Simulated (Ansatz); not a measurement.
Two members of one family (Same ligands, another metal), computed with Ansatz in the gas phase; def2 core potentials for Mo, W, no spin–orbit coupling. The two geometries come from different levels. A dash marks a value that wasn't run or was left out as unsound. The structures are stationary points that may keep the symmetry of their start. Remarks come from the PBE and PBE0 runs and from stability tests at other levels; not every state was tested. A HOMO above zero means that the electron is unbound at that level and held by the basis, or that self-interaction error raises the level; the energy of removing that electron tells which. HOMO above LUMO (over both spins in singlets and doublets, within one spin in higher multiplets; at PBE or PBE0), or a gap under 0.15 eV within one spin, warns that the state may not be the lowest or that an electron is smeared out.

First: MoOF4 (singlet, charge 0, PBE-D4/def2-SVP geometry).

```xyz
6

Mo    0.030   -0.031   -0.004
O     1.165   -1.240   -0.155
F    -1.470   -0.666   -0.889
F     0.286    1.058   -1.481
F     0.872    1.302    0.969
F    -0.884   -0.422    1.561
```

```tsv
level	HOMO (eV)	LUMO (eV)	gap (eV)	vertical IE (eV)	vertical EA (eV)	vertical triplet (eV)
PBE-D4/def2-TZVP	-10.07	-5.83	4.24	13.44	–	4.28
PBE-D4/def2-TZVPD	-10.06	-5.82	4.24	–	2.30	–
r2SCAN-D4/def2-TZVPD	-10.51	-5.91	4.60	–	2.57	–
PBE0-D4/def2-TZVP	-11.96	-5.29	6.67	14.09	–	4.15
PBE0-D4/def2-TZVPD	-11.92	-5.24	6.68	–	3.06	–
```

Metal–donor distances: 1 × O 1.67 Å, 4 × F 1.85 Å. Remarks: gap within one spin near zero at PBE or PBE0 (+1 doublet), HOMO above zero (-1 doublet), gap within one spin near zero at PBE or PBE0 (triplet).

Second: WOF4 (singlet, charge 0, PBE0-D4/def2-SVP geometry).

Cartesian coordinates in Å:
```
W -0.010 0.041 -0.007
O -0.414 1.640 -0.273
F 1.833 0.034 0.185
F 0.290 -0.668 -1.692
F -1.620 -0.875 -0.045
F -0.078 -0.171 1.833
```

Problem. Estimate the same table for the second.

Solution. 
```csv
level,HOMO (eV),LUMO (eV),gap (eV),vertical IE (eV),vertical EA (eV),vertical triplet (eV)
PBE-D4/def2-TZVP,-9.88,-4.78,5.10,13.34,–,5.28
PBE-D4/def2-TZVPD,-9.90,-4.82,5.08,–,1.31,–
r2SCAN-D4/def2-TZVPD,-10.34,-4.80,5.54,–,1.49,–
PBE0-D4/def2-TZVP,-11.72,-4.11,7.62,13.90,–,5.23
PBE0-D4/def2-TZVPD,-11.72,-4.11,7.61,–,1.86,–
```

Metal–donor distances: 1 × O 1.67 Å, 4 × F 1.85 Å. Remarks: gap within one spin near zero at PBE or PBE0 (+1 doublet), HOMO above zero (-1 doublet), gap within one spin near zero at PBE or PBE0 (triplet).
